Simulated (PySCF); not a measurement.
C2H5FS2Si.
Numbering: `[CH2:1]=[CH:2][S:3][Si@H:4]([F:5])[SH:6]` (hydrogens: H7, H8 on C1; H9 on C2; H10 on Si4; H11 on S6)

Level of theory: PBE0-D3(BJ)/def2-SVP geometry optimisation, gas phase (PySCF 2.14.0).

Q: Give the optimised bond lengths and angles.

A: 
| bond | length (bohr) | order |
| --- | --- | --- |
| C1=C2 | 2.522 | double |
| C2–S3 | 3.355 | single |
| S3–Si4 | 4.023 | single |
| Si4–F5 | 3.074 | single |
| Si4–S6 | 4.027 | single |
| C1–H7 | 2.066 | single |
| C1–H8 | 2.066 | single |
| C2–H9 | 2.069 | single |
| Si4–H10 | 2.799 | single |
| S6–H11 | 2.553 | single |

Orders are formal, as drawn. A selection of angles:
| angle | degrees |
| --- | --- |
| C2–C1–H7 | 122.6 |
| C2–C1–H8 | 119.7 |
| H7–C1–H8 | 117.7 |
| C1–C2–S3 | 126.3 |
| C1–C2–H9 | 121.2 |
| S3–C2–H9 | 112.5 |
| C2–S3–Si4 | 99.8 |
| S3–Si4–F5 | 111.9 |
| S3–Si4–S6 | 106.5 |
| S3–Si4–H10 | 111.0 |
| F5–Si4–S6 | 108.2 |
| F5–Si4–H10 | 104.9 |
| S6–Si4–H10 | 114.4 |
| Si4–S6–H11 | 93.2 |

Torsions: C1–C2–S3–Si4 40° (synclinal); C2–S3–Si4–F5 -72° (synclinal); H11–S6–Si4–S3 -8° (synperiplanar).

Si4 (fluorine-bound silicon) is distorted tetrahedral (angles from 104.9° to 114.4°). S3 (sulfur bonded to C and Si) is bent (angle 99.8°). Of the pairs four or more bonds apart, Si4···H7 is among the closest relative to their van der Waals radii: 2.93 Å, 89 % of the sum of Bondi's values.

Point group: C1 (no symmetry element, even within 0.4 Å). PBE0-D3(BJ)/def2-SVP frequencies: not computed here. One conformer, not necessarily the lowest (C1–C2–S3–Si4 40°, C2–S3–Si4–F5 -72°, S3–Si4–S6–H -8°).

Time: 27 s; peak memory 0.53 GiB. Hardware: AMD EPYC 9R45, one thread, shared host with 96 logical CPUs at a one-minute load of 27. This is the geometry optimisation.
